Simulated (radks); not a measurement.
The numbers below are computed, except where a source is named.
Problem. Spherical quantum dot in the effective-mass picture: electrons in a hard-walled sphere of radius 7.58, with a point charge +1 (a donor) at the centre, all in effective atomic units (hartree* = m*/eps^2 hartree, bohr* = eps/m* bohr), one dielectric constant everywhere. Level of theory: non-relativistic Kohn-Sham, LDA (Slater exchange, Perdew-Wang correlation), spin-polarised, spherical densities (a radial shooting solver with Libxc functionals). Levels are named by radial order and angular momentum (1s, 1p, 1d, 2s, ...), and open shells are averaged over m. Each electron was tried in the lowest free levels, single moves between levels near the top were tried too, and the lowest total energy was kept; such a search can miss a lower state. Give the order in which the levels fill up to N = 44, the shell closures and the spin along the way.

Solution. Shells are first occupied in the order 1s, 1p, 2s, 1d, 1f, 1g. Open shells at each N (closed shells left out): 1: 1s(up 1, down 0); 2: none; 3: 1p(up 1, down 0); 4: 1p(up 2, down 0); 5: 1p(up 3, down 0); 6: 1p(up 3, down 1); 7: 1p(up 3, down 2); 8: none; 9: 2s(up 1, down 0); 10: 1d(up 1, down 0) 2s(up 1, down 0); 11: 1d(up 2, down 0) 2s(up 1, down 0); 12: 1d(up 3, down 0) 2s(up 1, down 0); 13: 1d(up 4, down 0) 2s(up 1, down 0); 14: 1d(up 5, down 0) 2s(up 1, down 0); 15: 1d(up 5, down 1) 2s(up 1, down 0); 16: 1d(up 5, down 2) 2s(up 1, down 0); 17: 1d(up 5, down 3) 2s(up 1, down 0); 18: 1d(up 5, down 4) 2s(up 1, down 0); 19: 2s(up 1, down 0); 20: 2s(up 1, down 0) 1f(up 1, down 0); 21: 2s(up 1, down 0) 1f(up 2, down 0); 22: 2s(up 1, down 0) 1f(up 3, down 0); 23: 2s(up 1, down 0) 1f(up 4, down 0); 24: 2s(up 1, down 0) 1f(up 5, down 0); 25: 2s(up 1, down 0) 1f(up 6, down 0); 26: 2s(up 1, down 0) 1f(up 7, down 0); 27: 2s(up 1, down 0) 1f(up 7, down 1); 28: 2s(up 1, down 0) 1f(up 7, down 2); 29: 2s(up 1, down 0) 1f(up 7, down 3); 30: 2s(up 1, down 0) 1f(up 7, down 4); 31: 2s(up 1, down 0) 1f(up 7, down 5); 32: 2s(up 1, down 0) 1f(up 7, down 6); 33: 2s(up 1, down 0); 34: 2s(up 1, down 0) 1g(up 1, down 0); 35: 2s(up 1, down 0) 1g(up 2, down 0); 36: 2s(up 1, down 0) 1g(up 3, down 0); 37: 2s(up 1, down 0) 1g(up 4, down 0); 38: 2s(up 1, down 0) 1g(up 5, down 0); 39: 2s(up 1, down 0) 1g(up 6, down 0); 40: 2s(up 1, down 0) 1g(up 7, down 0); 41: 2s(up 1, down 0) 1g(up 8, down 0); 42: 2s(up 1, down 0) 1g(up 9, down 0); 43: 2s(up 1, down 0) 1g(up 9, down 1); 44: 2s(up 1, down 0) 1g(up 9, down 2). All shells are closed at N = 2, 8 (there: 1s2 1p6). Largest 2S: 10, at N = 42.
